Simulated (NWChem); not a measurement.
[NH2][Sc]([CH3])[NH2] (CH7N2Sc), optimised at PBE0/def2-SVP with NWChem:

```
Property                     Result
---------------------------  ------
highest occupied level (eV)   -6.40
orbital gap (eV)               5.42
dipole (D)                     1.76
```

All stand in one matching conformer (torsions within 35°), which need not be the lowest. One or both are not confirmed as a minimum by frequencies. def2 effective core potentials on Y; no spin-orbit coupling.

Question: One Sc atom is replaced by Y, giving [NH2][Y]([NH2])[CH3] (CH7N2Y), optimised at the same level. How do these values move?

Answer: 
| quantity | new value | change |
|---|---|---|
| highest occupied level (eV) | -6.14 | +0.26 |
| orbital gap (eV) | 4.94 | -0.48 |
| dipole (D) | 1.60 | -0.16 |
